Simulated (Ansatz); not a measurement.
The cluster ScAlN₂. The state is a singlet with charge 0. Geometry relaxed at PBE0-D4/def2-TZVP.

```xyz
4

Al   -0.777    0.824    0.234
Sc    0.853   -0.905   -0.257
N     0.262   -0.054    1.341
N    -0.338    0.135   -1.318
```

The relaxation made no stability test and no search for a lower SCF solution. The structure comes from a short search, and lower isomers may exist.

Task: Estimate the harmonic wavenumbers at RKS PBE0-D4/def2-TZVP (Ansatz, unscaled). Is this a minimum?

Result: 320, 462, 475, 712, 835, 845 cm⁻¹. Yes, no mode is imaginary beyond noise. Zero-point energy 21.8 kJ/mol. Run time 31 s (4 threads of Arm Neoverse V2 on a shared host).
